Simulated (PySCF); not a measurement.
## Rh2Se: from structure and modes to constants

All numbers come from PySCF, PBE0, basis Se def2-TZVP, Rh def2-TZVP with ECP28 (scalar-relativistic core potentials, no spin–orbit coupling, density fitting).

The singlet minimum has C2v symmetry. Masses (u): Se 79.91652, Rh 102.90550.

```xyz
3
charge 0 multiplicity 1, angstrom
Se    0.0000    0.0000   -1.2883
Rh    1.2718    0.0000    0.5002
Rh   -1.2718    0.0000    0.5002
```

Harmonic wavenumbers (cm⁻¹): 176.6 (a1, ×1), 300.8 (b2, ×1), 366.3 (a1, ×1).

**Question.** Find the principal moments of inertia and the rotational constants. What kind of rotor is it?

**Answer.** About the centre of mass I = 184.12, 332.89, 517.02 u Å². With B = 16.8576/I this gives 0.09156, 0.05064, 0.03261 cm⁻¹. The molecule is an asymmetric top with κ = -0.39.

**Question.** What is the harmonic zero-point energy?

**Answer.** Half the sum of all 3 wavenumbers, 844/2 = 422 cm⁻¹, which is 5.0 kJ/mol (1 cm⁻¹ = 0.0119627 kJ/mol).

**Question.** Find the vibrational entropy and heat capacity at 298.15 K.

**Answer.** With u = 1.43878 ω/T, each mode gives S = R[u/(eᵘ−1) − ln(1−e⁻ᵘ)] and C = R u² eᵘ/(eᵘ−1)².
```tsv
ω (cm⁻¹)	u	S (J/(mol K))	C (J/(mol K))
176.6	0.852	9.89	7.83
300.8	1.451	5.91	7.00
366.3	1.767	4.58	6.45
```
The sums over all modes are S = 20.4 and C = 21.3 J/(mol K); the softest mode gives 49 % of the entropy.

**Question.** Give the standard entropy (298.15 K, 1 bar) by its translational, rotational, vibrational and spin parts, and Cp.

**Answer.** Sackur–Tetrode with M = 285.73 u gives 179.4; rotation with symmetry number 2 gives 114.6; vibration 20.4; spin R ln 1 = 0.0. The total is 314.3 J/(mol K), and Cp = 4 R + 21.3 = 54.5 J/(mol K).

Stability towards spin polarisation was not tested. Only a few start shapes were tried, so a lower isomer may exist.
